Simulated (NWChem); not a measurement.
System: BH3S; SMILES BS

Here is an NWChem input.

```
start job
memory heap 200 mb stack 900 mb global 1100 mb
geometry units angstroms noautoz
  B      0.007809    -1.204002     0.000000
  H      1.069752    -1.772711     0.000000
  H     -1.044094    -1.789648     0.000000
  S      0.083559     0.563364     0.000000
  H     -1.240694     0.836780     0.000000
end
basis spherical
  B library def2-svp
  H library def2-svp
  S library def2-svp
end
dft
  xc b3lyp
  iterations 150
end
tddft
  cis
  nroots 8
  notriplet
end
task tddft energy
```

Parts of the log:

```
             Northwest Computational Chemistry Package (NWChem) 7.3.0
             --------------------------------------------------------

 CS  symmetry detected

                             Geometry "geometry" -> ""
                             -------------------------

 Output coordinates in angstroms (scale by  1.889725989 to convert to a.u.)

  No.       Tag          Charge          X              Y              Z
 ---- ---------------- ---------- -------------- -------------- --------------
    1 B                    5.0000     0.01195274    -1.21512017     0.00000000
    2 H                    1.0000     1.07893134    -1.77432456     0.00000000
    3 H                    1.0000    -1.03467917    -1.81013512     0.00000000
    4 S                   16.0000     0.07191915     0.55285174     0.00000000
    5 H                    1.0000    -1.25472235     0.81443276     0.00000000

 Effective nuclear repulsion energy (a.u.)      42.8799764445

      Symmetry information
      --------------------

 Group name             Cs
 Group number              2
 Group order               2
 No. of unique centers     5

                                 NWChem DFT Module
                                 -----------------

 Summary of "ao basis" -> "ao basis" (spherical)
 ------------------------------------------------------------------------------
       Tag                 Description            Shells   Functions and Types
 ---------------- ------------------------------  ------  ---------------------
 B                          def2-svp                 6       14   3s2p1d
 H                          def2-svp                 3        5   2s1p
 S                          def2-svp                 8       18   4s3p1d

      Symmetry analysis of basis
      --------------------------

        a'         35
        a"         12

            General Information
            -------------------
          SCF calculation type: DFT
          Wavefunction type:  closed shell.
          No. of atoms     :     5
          No. of electrons :    24
           Alpha electrons :    12
            Beta electrons :    12
          Charge           :     0
          Spin multiplicity:     1
          Use of symmetry is: off; symmetry adaption is: on
          Maximum number of iterations: 150
          AO basis - number of functions:    47
                     number of shells:    23
          Convergence on energy requested:  1.00D-06
          Convergence on density requested:  1.00D-05
          Convergence on gradient requested:  5.00D-04

[...]

                                NWChem TDDFT Module
                                -------------------

            General Information
            -------------------
           No. of orbitals :      94
            Alpha orbitals :      47
             Beta orbitals :      47
        Alpha frozen cores :       0
         Beta frozen cores :       0
     Alpha frozen virtuals :       0
      Beta frozen virtuals :       0
         Spin multiplicity :       1
    Number of AO functions :      47
        Use of symmetry is : off
      Symmetry adaption is : on
         Schwarz screening :  0.10D-07

              XC Information
              --------------
                  B3LYP Method XC Potential
              Hartree-Fock (Exact) Exchange   0.20
                 Slater Exchange Functional   0.80 local
             Becke 1988 Exchange Functional   0.72 non-local
       Lee-Yang-Parr Correlation Functional   0.81
           VWN I RPA Correlation Functional   0.19 local

             TDDFT Information
             -----------------
          Calculation type : Tamm-Dancoff TDDFT
         Wavefunction type : Restricted singlets
          No. of electrons :      24
           Alpha electrons :      12
            Beta electrons :      12
              No. of roots :       8
          Max subspacesize :    5600
            Max iterations :     100
               Target root :       1
           Target symmetry : none
      Symmetry restriction : off
                 Algorithm : Optimal
        Davidson threshold :  0.10D-03

    8 smallest eigenvalue differences (eV)
--------------------------------------------------------
  No. Spin  Occ  Vir  Irrep   E(Occ)    E(Vir)   E(Diff)
--------------------------------------------------------
    1    1   12   13 a'       -0.297    -0.047     6.800
    2    1   11   13 a"       -0.325    -0.047     7.548
    3    1   10   13 a"       -0.358    -0.047     8.440
    4    1   12   14 a"       -0.297     0.019     8.595
    5    1   11   14 a'       -0.325     0.019     9.343
    6    1   10   14 a'       -0.358     0.019    10.235
    7    1    9   13 a"       -0.426    -0.047    10.295
    8    1   12   15 a"       -0.297     0.123    11.447
--------------------------------------------------------

  Entering Davidson iterations
  Restricted singlet excited states

  Iter   NTrls   NConv    DeltaV     DeltaE      Time
  ----  ------  ------  ---------  ---------  ---------
    1      8       0     0.15E+00   0.10+100        3.3
    2     16       0     0.15E-01   0.17E-01        3.1
    3     24       0     0.29E-02   0.37E-03        2.9
    4     32       4     0.60E-03   0.15E-04        3.3
    5     36       8     0.91E-04   0.47E-06        2.2
  ----  ------  ------  ---------  ---------  ---------
  Convergence criterion met

  Ground state a'       -424.732068539013 a.u.

  ----------------------------------------------------------------------------
  Root   1 singlet a"             0.228237463 a.u.                6.2107 eV
  ----------------------------------------------------------------------------
     Transition Moments    X -0.00000   Y -0.00000   Z  0.07496
     Dipole Oscillator Strength                    0.0008550081
     Electric Quadrupole                           0.0000001234
     Magnetic Dipole                               0.0000034977
     Total Oscillator Strength                     0.0008586292

[...]
```

Level: B3LYP/def2-SVP, TDA. Geometry: optimised at PBE0/def2-SVP.
